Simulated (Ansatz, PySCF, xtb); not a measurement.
Lewis adduct: AlH3 (SMILES [AlH3]) (first 4 atoms) with C2H6O (SMILES COC); geometry from B3LYP-D3(BJ)/def2-TZVP, rigid monomers moved along the line of their centres of mass till Al1···O6 is 3.57 Å.
(charge 0, multiplicity 1):
```csv
atom,x (Å),y (Å),z (Å)
Al,0.0753,-0.2123,0.6521
H,-1.4449,-0.3797,0.1993
H,0.7371,1.2098,0.3630
H,1.0151,-1.5001,0.6271
C,0.2188,-0.8737,5.1489
O,-0.3585,0.0188,4.1889
C,-1.1599,1.0612,4.7570
H,-0.5747,-1.3656,5.7148
H,0.8696,-0.3143,5.8237
H,0.7937,-1.6057,4.5905
H,-1.9930,0.6237,5.3097
H,-1.5361,1.6629,3.9345
H,-0.5470,1.6762,5.4182
```

Interaction energies are E(AB) − E(A) − E(B) at the monomers' geometry in the complex; basis-set methods are counterpoise corrected.

Correlated levels freeze the cores. Rows in 6-31G* carry no dispersion term and start afresh at each structure (6-31G* with six Cartesian d functions).

Run with Ansatz (a program for electronic structure); PySCF for 6-31G* rows; xtb for the GFN methods. Each number belongs to the level named beside it.

Q: Give the interaction energy at the level GFN1-xTB.

A: -8.8 kcal/mol

Q: Give the interaction energy at the level CCSD(T)/aug-cc-pV(D+d)Z.

A: -5.2 kcal/mol

Q: Estimate the interaction energy that B3LYP/6-31G* returns for this input.

A: -4.4 kcal/mol
